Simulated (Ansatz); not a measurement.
The same redistribution along the group B, Al, Ga.

Program: Ansatz. Geometries: PBE0-D4/def2-TZVP. ΔE: electronic, gas phase. CCSD(T)/CBS is the MP2 limit (def2-TZVPP, def2-QZVPP) plus CCSD(T) − MP2 in def2-TZVPP, frozen cores. For Br, Ga, Ge outer-core shells are correlated without core-valence functions, which leaves a few kJ/mol of doubt a bond. Scalar relativity is left out up to krypton. Each species was taken in one conformer, which may not be the lowest.

Order these by ΔE at CCSD(T)/CBS, lowest first. (Best estimate.)
A. `[F][Al]([Cl])[Br]` + `[SH][GeH2][Cl]` → `[F][AlH][Br]` + `[SH][GeH]([Cl])[Cl]`
B. `FB(Cl)Br` + `[SH][GeH2][Cl]` → `FBBr` + `[SH][GeH]([Cl])[Cl]`
C. `[F][Ga]([Cl])[Br]` + `[SH][GeH2][Cl]` → `[F][GaH][Br]` + `[SH][GeH]([Cl])[Cl]`

B (+1.0 kcal/mol), C (+7.4 kcal/mol), A (+19.9 kcal/mol).

Largest T1 diagnostic: 0.012, for `[F][GaH][Br]`.
